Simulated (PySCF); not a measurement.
Members of one series of related molecules.

All values: CAM-B3LYP/def2-SVPD (PySCF) at PBE0-D3(BJ)/def2-SVP geometries, gas phase, one conformer each. Core orbitals are frozen in the response; Δα² is half the sum of the squared differences of the principal polarisabilities. The calculation is non-relativistic, for germanium too.

Question: Rank by vertical ionisation energy (ΔSCF), lowest first.
A. `C=NC1=CSC=C1`
B. `FC(F)(Sc1cscc1)F`
C. `Bc1ccsc1`
D. `[GeH3][O]c1ccsc1`
E. `CC(C)Oc1ccsc1`
F. `O=COC1=CSC=C1`

Answer: E (8.02 eV), D (8.20 eV), A (8.55 eV), F (8.91 eV), C (9.22 eV), B (9.38 eV).

Question: Rank by HOMO energy, highest first.
A. `FC(F)(F)Sc1ccsc1`
B. `c1(N=C)ccsc1`
C. `CC(C)Oc1ccsc1`
D. `O=COc1ccsc1`
E. `[SiH3]SC1=CSC=C1`
F. `FC(F)C1=CSC=C1`

Answer: C (-7.36 eV), E (-7.60 eV), B (-7.84 eV), D (-8.19 eV), F (-8.59 eV), A (-8.75 eV).

Question: Rank by polarisability anisotropy Δα, lowest first.
A. `c1(B)cscc1`
B. `[CH3:1][O:2][B:3]([O:4][CH3:5])[c:6]1[cH:7][cH:8][s:9][cH:10]1` with C1–O2–B3–O4 177°, O2–B3–O4–C5 0°, O2–B3–C6–C7 167°
C. `ClB(Cl)c1ccsc1`
D. `[SiH3:1][S:2][c:3]1[cH:4][cH:5][s:6][cH:7]1` with Si1–S2–C3–C4 -178°
E. `[F:1][CH:2]([F:3])[c:4]1[cH:5][cH:6][s:7][cH:8]1` with F1–C2–C4–C5 49°
F. `[F:1][C:2]([F:3])([F:4])[S:5][c:6]1[cH:7][cH:8][s:9][cH:10]1` with C2–S5–C6–C7 -85°

Answer: E (5.46 Å³), F (6.99 Å³), A (7.45 Å³), B (8.53 Å³), D (9.21 Å³), C (9.63 Å³).

All values together:

```
             SMILES    formula  μ (D)  HOMO (eV)  LUMO (eV)  α (Å³)  Δα (Å³)  electrons  α per electron (Å³)  ΔSCF removal energy (eV)
      CC(C)Oc1ccsc1    C7H10OS   2.01      -7.36       0.72   15.57     7.54         76                0.205                      8.02
           Bc1ccsc1     C4H5BS   1.27      -8.53      -0.83   11.79     7.45         50                0.236                      9.22
     ClB(Cl)c1ccsc1  C4H3BCl2S   2.18      -8.69      -0.98   15.58     9.63         82                0.190                      9.31
       FC(F)c1ccsc1    C5H4F2S   2.17      -8.59       0.22   11.16     5.46         68                0.164                      9.33
     CC(=O)Oc1ccsc1    C6H6O2S   2.37      -8.06       0.45   13.90     8.14         74                0.188                      8.76
     [SiH3]Sc1ccsc1   C4H6S2Si   0.62      -7.60       0.38   16.65     9.21         76                0.219                      8.25
C[Si](C)(C)Oc1ccsc1  C7H12OSSi   2.06      -7.40       0.78   18.94     7.46         92                0.206                      8.03
     COB(OC)c1ccsc1   C6H9BO2S   1.29      -8.15       0.36   16.18     8.53         82                0.197                      8.79
   FC(F)(F)Sc1ccsc1   C5H3F3S2   2.36      -8.75      -0.10   14.37     6.99         92                0.156                      9.38
         C=Nc1ccsc1     C5H5NS   1.26      -7.84      -0.16   12.58     8.17         58                0.217                      8.55
        O=COc1ccsc1    C5H4O2S   1.40      -8.19       0.16   12.14     7.72         66                0.184                      8.91
   [GeH3][O]c1ccsc1   C4H6GeOS   1.50      -7.51       0.64   14.32     6.92         86                0.167                      8.20
```

Conformers: `[CH3:1][CH:2]([CH3:3])[O:4][c:5]1[cH:6][cH:7][s:8][cH:9]1` with C1–C2–O4–C5 72°, C2–O4–C5–C6 13°; `[F:1][CH:2]([F:3])[c:4]1[cH:5][cH:6][s:7][cH:8]1` with F1–C2–C4–C5 49°; `[CH3:1][C:2](=[O:3])[O:4][c:5]1[cH:6][cH:7][s:8][cH:9]1` with C1–C2–O4–C5 179°, C2–O4–C5–C6 180°; `[SiH3:1][S:2][c:3]1[cH:4][cH:5][s:6][cH:7]1` with Si1–S2–C3–C4 -178°; `[CH3:1][Si:2]([CH3:3])([CH3:4])[O:5][c:6]1[cH:7][cH:8][s:9][cH:10]1` with Si2–O5–C6–C7 -5°; `[CH3:1][O:2][B:3]([O:4][CH3:5])[c:6]1[cH:7][cH:8][s:9][cH:10]1` with C1–O2–B3–O4 177°, O2–B3–O4–C5 0°, O2–B3–C6–C7 167°; `[F:1][C:2]([F:3])([F:4])[S:5][c:6]1[cH:7][cH:8][s:9][cH:10]1` with C2–S5–C6–C7 -85°; `[CH2:1]=[N:2][c:3]1[cH:4][cH:5][s:6][cH:7]1` with C1–N2–C3–C4 144°; `[O:1]=[CH:2][O:3][c:4]1[cH:5][cH:6][s:7][cH:8]1` with O1–C2–O3–C4 0°, C2–O3–C4–C5 3°; `[GeH3:1][O:2][c:3]1[cH:4][cH:5][s:6][cH:7]1` with Ge1–O2–C3–C4 180°.

By how much does the ΔSCF value exceed −ε(HOMO) over the species that have both?

By 0.62 to 0.74 eV, 0.67 eV on average, over 12 species.
